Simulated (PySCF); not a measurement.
# How methods differ on the ionisation energy of Bi⁶⁷⁺

Bi⁶⁷⁺ [Ne] 3s2 3p4 (3P) → Bi⁶⁸⁺ [Ne] 3s2 3p3 (4S), as a difference of total energies. All numbers are calculated (PySCF 2.14, scalar relativity by spin-free X2C-1e, in an uncontracted even-tempered set (17 s from 20 bohr⁻², ratio 2.5; 12 p from 26 bohr⁻², ratio 2.5; 4 d from 100 bohr⁻², ratio 2.7; 4 f from 150 bohr⁻², ratio 2.7)). Correlated levels: outer shells: 1s2 frozen; virtual orbitals above 40 to 60 times the deepest correlated orbital energy dropped. The calculations carry no spin-orbit coupling.

| method | ionisation energy (eV) |
| --- | --- |
| UHF | 8045.5 |
| MP2 (outer shells) | 8046.8 |
| SCS-MP2 (outer shells) | 8046.9 |
| CCSD (outer shells) | 8046.9 |
| CCSD(T) (outer shells) | 8046.9 |

Spin-orbit coupling is strong in these open shells (close to jj coupling). The scalar numbers leave it out and a first-order estimate fails, so it can dominate the gap to the real levels.

The ground level that NIST lists for one species does not belong to the high-spin term computed here, so part of any gap is the choice of state.

Breit and QED terms and the two-electron picture change are absent.

For comparison: 7870 ± 40 eV (theoretical estimate listed by NIST; NIST Atomic Spectra Database, ionization energies).
